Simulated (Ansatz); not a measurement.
The lowest singlet and triplet of NP (SMILES N#P); geometries from B3LYP-D3(BJ)/def2-TZVP, each state relaxed from the structure named, with no frequency check.
Singlet (charge 0, multiplicity 1):
```xyz
2

N      0.000     0.000    -1.011
P      0.000     0.000     0.472
```

A positive gap puts the triplet lower; no zero-point energy. R- takes a restricted singlet. U- takes an unrestricted singlet (broken symmetry where lower, unprojected). The triplet is unrestricted in single-reference levels. Active spaces average the two states.

Frozen-core correlation.

Codes used: Ansatz (Gaussian basis) for Hartree–Fock, density functionals and correlated methods. 

```tsv
level	gap E(singlet) − E(triplet), vertical, at the singlet's geometry (kcal/mol)
R-HF/cc-pV(Q+d)Z	-51.90
R-SVWN5/def2-TZVPP	-94.19
U-PBE/def2-TZVPP	-90.72
R-r2SCAN/def2-TZVPP	?
U-B3LYP/def2-TZVPP	-87.76
R-wB97M-V/def2-TZVPP	-92.04
R-CCSD/cc-pV(T+d)Z	-89.16
U-CCSD(T)/cc-pV(T+d)Z (spin-contaminated)	-92.65
FIC-MRCISD+Q on SA-CASSCF(10,8)/cc-pV(Q+d)Z	-88.71
```

Fill in the missing entries.


- R-r2SCAN/def2-TZVPP, gap E(singlet) − E(triplet), vertical, at the singlet's geometry (kcal/mol): -86.01

Doubts at one or more of the structures used: a restricted determinant that unrestricted orbitals would lower (R-HF/cc-pV(Q+d)Z, R-CCSD/cc-pV(T+d)Z); a spin-contaminated determinant (R-HF/cc-pV(Q+d)Z, R-CCSD/cc-pV(T+d)Z); T1 above 0.05 (U-CCSD(T)/cc-pV(T+d)Z (spin-contaminated)).

Ansatz is a quantum-chemistry and plane-wave program.
